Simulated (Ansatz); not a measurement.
Y₂O₂. The state is a singlet with charge 0. Geometry PBE0-D4/def2-TZVP, basis def2-TZVP, Ansatz.

Cartesian coordinates in Å:
```
Y -0.7098 1.7934 -0.6314
Y 0.7103 -1.7930 0.6320
O -0.3838 0.0697 0.6296
O 0.3832 -0.0702 -0.6302
```

| run | HOMO (eV) | LUMO (eV) |
| --- | --- | --- |
| A | -6.03 | -0.09 |
| B | -4.39 | -1.79 |
| C | -3.75 | -2.77 |
| D | -3.83 | -2.58 |

In the def2 sets Y takes a core potential; there is no spin–orbit coupling. The structure holds one bond between oxygen atoms, so isomers without such links may lie far lower. No other spin state of charge 0 was run. Another isomer (singlet) lies 0.03 eV lower at PBE0-D4/def2-TZVP; other spin states weren't run for this one.

Problem. The runs used PBE, PBE0, r2SCAN, ωB97X-V. Estimate which is which.

Solution. A ωB97X-V (range-separated); B PBE0 (25 % exact exchange); C PBE (0 % exact exchange); D r2SCAN (0 % exact exchange). Exact exchange lowers occupied and raises empty levels; among semilocal functionals meta-GGAs tend to open the gap a little, and such runs are hard to tell apart. The gap grows from 0.98 eV (PBE) to 5.94 eV (ωB97X-V). The restricted singlet is unstable towards broken spin symmetry in Hartree–Fock (as tested in another run); at ωB97X-V/def2-TZVP, PBE0-D4/def2-TZVP, PBE-D4/def2-TZVP, r2SCAN-D4/def2-TZVP this wasn't settled.
